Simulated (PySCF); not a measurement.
# Cost of excited-state runs on SMILES C(=C=CC)(F)Br, C4H4BrF

Numbering as in the mapped SMILES `[CH3:1][CH:2]=[C:3]=[C:4]([F:5])[Br:6]`. Hydrogens are named by the atom that carries them.

PySCF with density fitting, on 1 thread of an Arm Neoverse V1, shared host. Command: `OMP_NUM_THREADS=1 python excited_run.py task.json out`

Q: How long does each of these runs take, and how much memory?
- first hyperpolarisability, CAM-B3LYP/def2-TZVPD; usual settings
- circular dichroism and optical rotation, CAM-B3LYP/def2-TZVPD; 12 states; IEF-PCM chloroform
- circular dichroism and optical rotation, CAM-B3LYP/def2-TZVPD; 12 states
- excited states, CAM-B3LYP/def2-TZVPD; Tamm-Dancoff; spin-orbit couplings; 6 states; 5 triplets; quadratic response for 4 states
- excited states, CAM-B3LYP/def2-TZVPD; two-photon moments; 8 states; quadratic response for 6 states; 0 triplets

A: 
| run | level | basis functions | wall time | peak memory (GiB) |
| --- | --- | --- | --- | --- |
| first hyperpolarisability | CAM-B3LYP/def2-TZVPD | 281 | 53 s | 1.2 |
| circular dichroism and optical rotation | CAM-B3LYP/def2-TZVPD | 281 | 2.1 min | 1.2 |
| circular dichroism and optical rotation | CAM-B3LYP/def2-TZVPD | 281 | 2 min | 1.2 |
| excited states | CAM-B3LYP/def2-TZVPD | 281 | 57 s | 1.2 |
| excited states | CAM-B3LYP/def2-TZVPD | 281 | 72 s | 1.2 |

Times from a shared host are rough.
